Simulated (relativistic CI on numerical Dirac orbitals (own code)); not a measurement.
Calculated levels, Kr XXX

Computed by Dirac-Coulomb-Breit CI, separate exchange-only KLI orbitals for each configuration, a model potential for QED, unscaled Slater integrals (own radial code, finite nucleus).

Configurations in the expansion (outside the closed core 1s2): 2s²2p³, 2s2p⁴, 2p⁵, 2p⁴3s, 2p⁴3p, 2p⁴3d, 2s²2p²3s, 2s²2p²3p, 2s²2p²3d, 2s2p³3s, 2s2p³3p, 2s2p³3d, 2s²2p²4s, 2s²2p²4p, 2s²2p²4d, 2s²2p²4f. Levels of other configurations are missing.

The lowest level is 2s²2p³ ⁴S°3/2, with 48 % of that term; Hund's rules for 2s²2p³ give ⁴S° with J = 3/2, in agreement.

| No. | Configuration | Term | J | E (10³ cm⁻¹) | % | Lifetime (s) |
| --- | --- | --- | --- | --- | --- | --- |
| 1 | 2s²2p³ | ⁴S° | 3/2 | 0.0 | 48 |  |
| 2 | 2s²2p³ | ²D° | 3/2 | 385.4 | 53 | 8.29e-07 |
| 3 | 2s²2p³ | ²D° | 5/2 | 489.5 | 100 | 4.47e-06 |
| 4 | 2s²2p³ | ²P° | 1/2 | 622.7 | 99 | 6.62e-07 |
| 5 | 2s²2p³ | ²P° | 3/2 | 996.5 | 59 | 2.60e-07 |
| 6 | 2s2p⁴(3P) | ⁴P | 5/2 | 1391.9 | 88 | 3.29e-11 |
| 7 | 2s2p⁴(3P) | ⁴P | 3/2 | 1650.0 | 73 | 1.11e-11 |
| 8 | 2s2p⁴(3P) | ⁴P | 1/2 | 1661.4 | 68 | 1.24e-11 |
| 9 | 2s2p⁴(1D) | ²D | 3/2 | 1963.2 | 58 | 7.88e-12 |
| 10 | 2s2p⁴(1D) | ²D | 5/2 | 2080.5 | 88 | 1.12e-11 |
| 11 | 2s2p⁴(3P) | ²P | 1/2 | 2240.3 | 44 | 4.40e-12 |
| 12 | 2s2p⁴(3P) | ²P | 3/2 | 2329.1 | 73 | 3.51e-12 |
| 13 | 2s2p⁴(3P) | ²P | 1/2 | 2751.2 | 55 | 3.79e-12 |
| 14 | 2p⁵ | ²P° | 3/2 | 3462.8 | 99 | 3.87e-12 |
| 15 | 2p⁵ | ²P° | 1/2 | 3923.9 | 99 | 3.19e-12 |
| 16 | 2p²(3P)3s | ⁴P | 1/2 | 15172.6 | 58 | 1.23e-13 |
| 17 | 2p²(3P)3p | ⁴D° | 1/2 | 15482.4 | 45 | 1.06e-11 |
| 18 | 2p²(3P)3s | ⁴P | 3/2 | 15553.3 | 90 | 1.59e-13 |
| 19 | 2p²(3P)3s | ²P | 1/2 | 15593.3 | 71 | 7.40e-14 |
| 20 | 2p²(3P)3s | ⁴P | 5/2 | 15639.0 | 51 | 1.24e-13 |
| 21 | 2p²(3P)3p | ⁴D° | 3/2 | 15651.1 | 33 | 6.35e-12 |
| 22 | 2p²(1D)3s | ²D | 3/2 | 15670.9 | 53 | 7.72e-14 |
| 23 | 2p²(3P)3p | ⁴P° | 1/2 | 15861.6 | 37 | 1.12e-11 |
| 24 | 2p²(3P)3p | ⁴D° | 3/2 | 15896.3 | 50 | 1.19e-11 |
| 25 | 2p²(1D)3p | ²F° | 5/2 | 15956.5 | 31 | 1.20e-11 |
| 26 | 2p²(3P)3d | ⁴F | 3/2 | 15986.9 | 43 | 9.08e-14 |
| 27 | 2p²(3P)3p | ⁴D° | 5/2 | 16004.1 | 46 | 7.43e-12 |
| 28 | 2p²(3P)3p | ⁴P° | 1/2 | 16024.3 | 45 | 7.29e-12 |
| 29 | 2p²(3P)3p | ²D° | 3/2 | 16045.6 | 47 | 1.84e-12 |
| 30 | 2p²(3P)3d | ⁴D | 5/2 | 16062.4 | 25 | 2.45e-14 |
| 31 | 2p²(1D)3p | ²P° | 3/2 | 16074.9 | 32 | 1.68e-12 |
| 32 | 2p²(3P)3p | ⁴D° | 7/2 | 16090.3 | 53 | 1.54e-11 |
| 33 | 2p²(1D)3s | ²D | 5/2 | 16092.0 | 51 | 1.07e-13 |
| 34 | 2p²(3P)3s | ²P | 3/2 | 16123.5 | 46 | 7.56e-14 |
| 35 | 2p²(3P)3p | ²P° | 3/2 | 16131.3 | 52 | 1.71e-12 |
| 36 | 2p²(1D)3p | ²D° | 5/2 | 16175.2 | 40 | 3.24e-12 |
| 37 | 2p²(3P)3p | ²P° | 1/2 | 16239.4 | 79 | 1.80e-12 |
| 38 | 2p²(1S)3s | ²S | 1/2 | 16293.5 | 76 | 8.99e-14 |
| 39 | 2s2p³(4S°)<5S°>3s | ⁶S° | 5/2 | 16334.5 | 75 | 7.90e-13 |
| 40 | 2p²(3P)3d | ⁴F | 3/2 | 16374.7 | 40 | 5.15e-14 |
| 41 | 2p²(3P)3d | ⁴F | 5/2 | 16386.8 | 54 | 9.69e-14 |
| 42 | 2p²(3P)3d | ⁴D | 1/2 | 16389.9 | 80 | 1.10e-13 |
| 43 | 2p²(3P)3d | ⁴F | 7/2 | 16401.1 | 59 | 4.72e-13 |
| 44 | 2s2p³(4S°)<5S°>3s | ⁴S° | 3/2 | 16450.1 | 28 | 2.15e-13 |
| 45 | 2p²(1D)3d | ²F | 7/2 | 16450.2 | 40 | 4.38e-12 |

Energies count from the lowest computed level; ° marks odd parity; lifetimes are radiative, by E1, M1, E2, M2 decay to levels of this space only. Percentages are summed over parent terms; the parents shown are those of the largest component, closed shells are left out there, and <> holds an intermediate term.

The mean weight of the leading LS term, summed over parents, in these 45 levels is 59 %, and that of the leading jj configuration (from the same eigenvectors) 89 %, so jj coupling describes them better and the LS labels are nominal.

At this charge energies of transitions that change n are usually good to better than 1 %, and those within a shell (Δn = 0) to a few per cent.

LS names give the leading component of a level, which can be under half, so a name can repeat, a term be missing and a line seem to break the LS rules.
